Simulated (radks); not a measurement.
Q: The mean radii <r> (bohr) of the occupied orbitals of an atom or ion are listed with their occupations. Calculated with a radial shooting solver on a logarithmic mesh with Libxc functionals: Dirac Kohn-Sham, LB94 model potential, spin-unpolarised, spherical densities, finite nucleus; Fermi nuclear charge, rms radius of each element as measured or else 0.836 A^(1/3) + 0.57 fm.

| orbital | occ. | <r> |
|---|---|---|
| 1s1/2 | 2 | 0.03338 |
| 2s1/2 | 2 | 0.1449 |
| 2p1/2 | 2 | 0.1232 |
| 2p3/2 | 4 | 0.1280 |
| 3s1/2 | 2 | 0.4025 |
| 3p1/2 | 2 | 0.3952 |
| 3p3/2 | 4 | 0.4058 |
| 3d3/2 | 4 | 0.3804 |
| 3d5/2 | 6 | 0.3839 |
| 4s1/2 | 2 | 1.007 |
| 4p1/2 | 2 | 1.088 |
| 4p3/2 | 4 | 1.118 |
| 4d3/2 | 4 | 1.430 |
| 4d5/2 | 1 | 1.442 |

Name the element and its charge. Open shells, if any, fill j = l - 1/2 first.

A: Z = 44, ruthenium, charge +3: Ru3+ in [Kr] 4d5. The 1s radius gives Z: for a bare nucleus <r> = (2 gamma + 1)/(2Z) with gamma = sqrt(1 - (Z/c)^2), 0.03289 bohr for Z = 44, and screening makes it slightly larger (0.03338 here). The occupations add up to 41, and the charge is Z minus that.
